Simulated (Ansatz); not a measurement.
Born–Oppenheimer molecular dynamics of BrH₅O₂Si (9 atoms, charge 0, multiplicity 1). It starts at the highest image of a converged band, a first-order saddle point between two minima.

Level of theory: RKS PBE0/def2-SVP in Ansatz.

* ensemble: NVE (velocity Verlet)
* time step: 0.5 fs
* steps asked: 200
* starting velocities drawn for: 300 K
* seed: 9952

First frame:

```xyz
9
Properties=species:S:1:pos:R:3
Si -0.572 -0.337 0.365
Br 0.849 -2.339 0.150
H -1.554 -0.814 -0.639
H -0.705 -0.650 1.807
O -0.864 1.325 0.545
H 1.628 -0.410 -0.798
O 0.973 0.322 -0.777
H -1.115 1.783 -0.264
H 1.361 1.120 -0.389
```

Problem. How far do the bonds stretch over the last three quarters of this one trajectory? (Pairs bonded in most of those frames.)

Solution. 
```json
{"bond": "Si1–Br2", "mean (Å)": "2.322", "spread (Å)": "0.035", "shortest": "2.22", "longest": "2.37"}
{"bond": "Si1–H3", "mean (Å)": "1.487", "spread (Å)": "0.018", "shortest": "1.46", "longest": "1.52"}
{"bond": "Si1–H4", "mean (Å)": "1.487", "spread (Å)": "0.036", "shortest": "1.43", "longest": "1.54"}
{"bond": "Si1–O5", "mean (Å)": "1.674", "spread (Å)": "0.029", "shortest": "1.62", "longest": "1.73"}
{"bond": "O5–H8", "mean (Å)": "0.967", "spread (Å)": "0.006", "shortest": "0.96", "longest": "0.98"}
{"bond": "H6–O7", "mean (Å)": "0.971", "spread (Å)": "0.015", "shortest": "0.94", "longest": "1.00"}
{"bond": "O7–H9", "mean (Å)": "0.970", "spread (Å)": "0.010", "shortest": "0.95", "longest": "0.99"}
```

Mean temperature of the second half: 904 K. The conserved energy stayed within 0.11 meV per atom of its start (net change 0.1 meV per atom), so the integration is sound. The kinetic energy rose, since the run started high on the potential surface and went downhill. It ends in pieces (BrH3OSi + H2O), so much of that is their flight and rotation, not heat. A run of 0.1 ps of so small a system gives no equilibrium averages. The orbitals stay closed-shell, which can raise the energy where a bond breaks towards radicals; this wasn't checked here.

The run took 6.1 min on 2 threads of AMD EPYC 7R13 Processor (Zen 3), on a shared host, peak memory 0.26 GiB.
